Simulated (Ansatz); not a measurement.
Job for Ansatz (a quantum-chemistry and plane-wave program): U-CCSD(T)/cc-pVDZ on BFH (SMILES [BH]F), 2S+1 = 2.

Ansatz 0.2 input:
```yaml
crystal:
  periodic: [false, false, false]
  atoms:
    - {symbol: B, position_ang: [-0.61865178, 0.41304470, 0.03428295]}
    - {symbol: F, position_ang: [0.52760869, -0.20789564, -0.01627159]}
    - {symbol: H, position_ang: [-1.65521927, -0.19416279, -0.02497043]}
basis:
  gaussian:
    orbitals: cc-pVDZ
magnetization: {spin_polarized: true, initial_magnetization: 1}
correlation: {method: ccsd_t, electrons: outside_noble_gas}
accuracy: high
relax: {f_tol: 0.0005, max_steps: 60}
scf: {omitted_lower_state_checks: [cluster_reference]}
output: {forces: true}
```

### Question
What total energy does the run end on?

### Answer
-124.9543 hartree (reference determinant -124.6840, T1 diagnostic 0.018).

### Question
How many basis functions does it have, and what does it roughly cost on one machine?

### Answer
33 functions; roughly 17 core-seconds.
